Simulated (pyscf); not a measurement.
# F–Si(F)(F)–Si(F)(F)–F (SMILES F[Si](F)(F)[Si](F)(F)F), singlet

Gas-phase minimum from PySCF at ωB97X-D3(BJ)/def2-SVP, one conformer. 

```
Si
F 1 1.6032
F 1 1.6032 2 108.46
F 1 1.6033 2 108.49 3 117.71
Si 1 2.3042 2 110.44 3 -121.13
F 5 1.6031 1 110.44 2 -62.70
F 5 1.6032 6 108.47 1 -121.08
F 5 1.6033 6 108.46 7 -117.72
```
Charge 0, spin multiplicity 1.

Properties at ωB97X-D3(BJ)/def2-SVP:

Harmonic wavenumbers, unscaled: 22, 90, 90, 188, 188, 218, 294, 294, 325, 325, 386, 546, 822, 917, 994, 994, 1004, 1004 cm⁻¹
Zero-point energy: 12.4 kcal/mol
Rotational symmetry number: 6
Entropy of this conformer at 298 K and 1 atm, rigid rotor and harmonic oscillator, modes under 100 cm⁻¹ raised to 100: 384.6 J/(mol K)
Dipole moment: 0.00 D

Single-point totals, which compare only within one level:

| level | total energy (hartree) |
|---|---|
| ωB97X-D3(BJ)/def2-TZVP | -1178.82141 |
| PBE/def2-TZVP | -1177.89505 |
| r²SCAN/def2-TZVP | -1178.47016 |
| B3LYP-D3(BJ)/def2-TZVP | -1178.80358 |
| PBE0-D3(BJ)/def2-TZVP | -1177.94776 |
| M06-2X/def2-TZVP | -1178.52829 |
| ωB97M-D3(BJ)/def2-TZVP | -1178.94250 |

The lowest mode is so soft that the shape along it may change with the basis. Soft torsions are taken as harmonic, which can shift the entropy by several J/(mol K).
